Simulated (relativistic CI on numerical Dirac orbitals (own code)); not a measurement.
# Electric-dipole lines of Sr III

Method of calculation: Dirac-Coulomb-Breit CI, KLI orbitals optimised for each configuration, model QED (radiative potential, 1s self-energy scaled to tabulated hydrogen-like ionisation energies), valence Slater integrals scaled by 0.85, configuration energies shifted to the measured levels that pair with them (semi-empirical) (own radial code, finite nucleus).

Configurations in the expansion (outside the closed core [Ar] 3d10): 4s2.4p6, 4s2.4p5.4d, 4s2.4p5.5s, 4s2.4p5.5p, 4s2.4p5.5d, 4s2.4p5.6s, 4s2.4p5.4f, 4s2.4p5.6p, 4s2.4p5.5f, 4s2.4p5.5g, 4s2.4p4.4d2, 4s.4p6.4d, 4s2.4p5.6d, 4s2.4p5.6f, 4p6.4d2, 4s.4p6.5s. Levels of other configurations are missing.

| λ vac (Å) | Lower | Upper | A (s⁻¹) | log gf | S velocity/length |
| --- | --- | --- | --- | --- | --- |
| 348.12 | 4s2.4p6 1S_0 [1] | 4s2.4p5.5d 1P°_1 [57] | 1.82e+10 | 0.00 | 0.70 |
| 433.44 | 4s2.4p6 1S_0 [1] | 4s2.4p5.4d 1P°_1 [22] | 4.19e+10 | 0.55 | 1.00 |
| 987.42 | 4s2.4p5.4d 3P°_2 [4] | 4s2.4p5.4f 3D_3 [51] | 1.02e+09 | 0.02 | 0.80 |
| 1022.2 | 4s2.4p5.4d 3F°_4 [5] | 4s2.4p5.4f 3G_5 [48] | 2.10e+09 | 0.56 | 0.72 |
| 1043.2 | 4s2.4p5.4d 3F°_3 [6] | 4s2.4p5.4f 3G_4 [49] | 1.46e+09 | 0.33 | 0.71 |
| 1061.2 | 4s2.4p5.4d 3F°_2 [7] | 4s2.4p5.4f 1F_3 [54] | 1.25e+09 | 0.17 | 0.71 |
| 1063.9 | 4s2.4p5.4d 1D°_2 [11] | 4s2.4p5.4f 3G_3 [62] | 1.42e+09 | 0.23 | 0.72 |
| 1090.2 | 4s2.4p5.4d 3D°_2 [13] | 4s2.4p5.4f 3D_3 [61] | 1.49e+09 | 0.27 | 0.73 |
| 1099.1 | 4s2.4p5.4d 1F°_3 [14] | 4s2.4p5.4f 3G_4 [63] | 1.77e+09 | 0.46 | 0.71 |
| 1126.0 | 4s2.4p5.4d 3D°_3 [9] | 4s2.4p5.4f 3F_4 [55] | 1.54e+09 | 0.42 | 0.71 |
| 2231.7 | 4s2.4p5.5p 3D_1 [24] | 4s2.4p5.5d 3F°_2 [42] | 8.38e+08 | 0.50 | 0.82 |
| 2231.9 | 4s2.4p5.5p 3D_2 [18] | 4s2.4p5.5d 3F°_3 [34] | 8.27e+08 | 0.64 | 0.83 |
| 2277.5 | 4s2.4p5.5p 3D_3 [19] | 4s2.4p5.5d 3F°_4 [32] | 9.60e+08 | 0.83 | 0.82 |
| 2284.7 | 4s2.4p5.5p 3D_2 [25] | 4s2.4p5.5d 1F°_3 [47] | 9.35e+08 | 0.71 | 0.83 |
| 2300.1 | 4s2.4p5.5p 1P_1 [20] | 4s2.4p5.5d 1D°_2 [35] | 6.07e+08 | 0.38 | 0.83 |
| 2303.6 | 4s2.4p5.5p 3P_1 [26] | 4s2.4p5.5d 3D°_2 [45] | 7.83e+08 | 0.49 | 0.82 |
| 2320.4 | 4s2.4p5.5p 3P_2 [21] | 4s2.4p5.5d 3D°_3 [36] | 7.16e+08 | 0.61 | 0.83 |
| 2324.1 | 4s2.4p5.4d 3F°_4 [5] | 4s2.4p5.5p 3D_3 [19] | 2.70e+08 | 0.19 | 0.52 |
| 2341.0 | 4s2.4p5.5p 3D_3 [19] | 4s2.4p5.6s 3P°_2 [28] | 3.71e+08 | 0.18 | 0.99 |
| 2400.2 | 4s2.4p5.5p 3P_2 [21] | 4s2.4p5.5d 3P°_2 [33] | 4.67e+08 | 0.31 | 0.84 |
| 2796.2 | 4s2.4p5.5s 3P°_2 [8] | 4s2.4p5.5p 3P_2 [21] | 2.86e+08 | 0.22 | 0.77 |
| 3005.1 | 4s2.4p5.5s 3P°_1 [16] | 4s2.4p5.5p 3D_2 [25] | 3.13e+08 | 0.33 | 0.85 |
| 3011.9 | 4s2.4p5.5s 3P°_2 [8] | 4s2.4p5.5p 3D_3 [19] | 2.90e+08 | 0.44 | 0.87 |
| 3013.8 | 4s2.4p5.5s 1P°_1 [10] | 4s2.4p5.5p 1P_1 [20] | 2.98e+08 | 0.09 | 0.80 |
| 3220.2 | 4s2.4p5.5s 1P°_1 [10] | 4s2.4p5.5p 3D_2 [18] | 1.61e+08 | 0.10 | 0.88 |
| 9177.5 | 4s2.4p5.5d 3F°_4 [32] | 4s2.4p5.4f 3G_5 [48] | 3.32e+07 | 0.66 | 1.03 |
| 9253.4 | 4s2.4p5.5d 1D°_2 [35] | 4s2.4p5.4f 1F_3 [54] | 2.71e+07 | 0.39 | 0.98 |
| 9439.8 | 4s2.4p5.5d 3F°_3 [34] | 4s2.4p5.4f 3G_4 [49] | 2.70e+07 | 0.51 | 1.01 |
| 9483.1 | 4s2.4p5.5d 1F°_3 [47] | 4s2.4p5.4f 3G_4 [63] | 3.04e+07 | 0.57 | 0.99 |
| 9594.7 | 4s2.4p5.5d 3D°_3 [36] | 4s2.4p5.4f 3F_4 [55] | 2.52e+07 | 0.50 | 0.96 |

Terms are leading LS components. Brackets give the number of a level in order of energy, since labels repeat. The list gives strong lines, with weight on those to low levels, without configurations that were not tied to measured data, among the lowest 117 of 239 levels, so that lines to higher ones, which can be the strongest, are missing, and without lines across small gaps between configurations, and without 26 lines that miss the measured interval by over 3.5 %, start from a term whose rates miss tabulated ones by over 60 %, have gauges far apart or, lacking measured levels, span too small a gap for the errors found; lines with a level outside our table were not tested and can miss by more. Levels whose partners in the same complex of configurations lie outside the list can be far off, and so can their lines. Rates are taken at the computed energies, electric ones in the length gauge. A velocity-to-length ratio far from 1 marks an uncertain rate.

Configurations whose levels could be paired with our table of measured levels were shifted onto them, all but the ground configuration, by the median error of their levels; single terms can still be off by 1,000 to 2,000 cm⁻¹ or more, and rates follow the energies as ν³ (E1, M1) or ν⁵ (E2). The others borrow a shift and can be off by several thousand cm⁻¹ or more. The fine structure of a lone outer electron comes out too small, for d and f at times inverted, and misplaced configurations move strength between like terms. 55 of the 69 excited levels that our extract of the measured tables holds in this range could be paired (the sources list more); they are missed by 216 cm⁻¹ on average and 2859 at most, after the shifts were fitted to these levels, and levels without a partner can miss by more.

From the table, what is the radiative lifetime of 4s2.4p5.4f 3G_5?

The listed rates from this level add up to about 2.13e+09 s⁻¹, 100 % of its decay; with all channels τ = 4.69e-10 s.

LS names give the leading component of a level, which can be under half, so a name can repeat, a term be missing and a line seem to break the LS rules.
